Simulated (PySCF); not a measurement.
VOF3, SMILES [V]([F])([F])([F])=[O], multiplicity 1. Atoms are numbered in the order given.

```xyz
5

V      0.0000     0.0000    -0.0387
O      0.0000     0.0000    -1.5841
F     -1.4034     0.8102     0.5023
F      1.4034     0.8102     0.5023
F      0.0000    -1.6205     0.5023
```

Geometry optimised at B3LYP-D3(BJ)/def2-SVP. The multiplicity is an assumed one; other spin states were not compared.

The numbers are results of TDA-PBE/def2-SVPD (PySCF), not measurements.

Vertical excitations; the highest root listed may be one member of a degenerate set. The molecule is in vacuum. State labels are in the subgroup Cs.

| state | symmetry | energy (eV) | λ (nm) | f | main pairs |
|---|---|---|---|---|---|
| S1 | A" | 4.65 | 267 | 0.000 | HOMO→LUMO 50 %, HOMO−1→LUMO+1 50 % |
| S2 | A" | 4.81 | 258 | 0.001 | HOMO−1→LUMO+1, HOMO→LUMO (degenerate set) |
| S3 | A' | 4.81 | 258 | 0.001 | HOMO−1→LUMO, HOMO→LUMO+1 (degenerate set) |
| S4 | A' | 4.97 | 250 | 0.006 | HOMO→LUMO+1 42 %, HOMO−1→LUMO 42 %, HOMO→LUMO+2 6 %, HOMO−1→LUMO+3 6 % |
| S5 | A' | 5.32 | 233 | 0.000 | HOMO−2→LUMO (degenerate set) |
| S6 | A" | 5.32 | 233 | 0.000 | HOMO−2→LUMO+1 (degenerate set) |
| S7 | A" | 5.91 | 210 | 0.003 | HOMO−3→LUMO, HOMO−4→LUMO+1, HOMO−5→LUMO (degenerate set) |
| S8 | A' | 5.91 | 210 | 0.003 | HOMO−3→LUMO+1, HOMO−4→LUMO, HOMO−5→LUMO+1 (degenerate set) |
| S9 | A" | 6.10 | 203 | 0.000 | HOMO−1→LUMO+2 50 %, HOMO→LUMO+3 50 % |
| S10 | A' | 6.21 | 200 | 0.000 | HOMO−5→LUMO+1 47 %, HOMO−4→LUMO 47 % |
| T1 | A' | 4.21 | 295 | 0 | HOMO−1→LUMO 46 %, HOMO→LUMO+1 46 % |
| T2 | A' | 4.38 | 283 | 0 | HOMO→LUMO+1, HOMO−1→LUMO (degenerate set) |
| T3 | A" | 4.38 | 283 | 0 | HOMO→LUMO, HOMO−1→LUMO+1 (degenerate set) |
| T4 | A" | 4.54 | 273 | 0 | HOMO−1→LUMO+1 50 %, HOMO→LUMO 50 % |
Triplets are in the Tamm–Dancoff approximation.
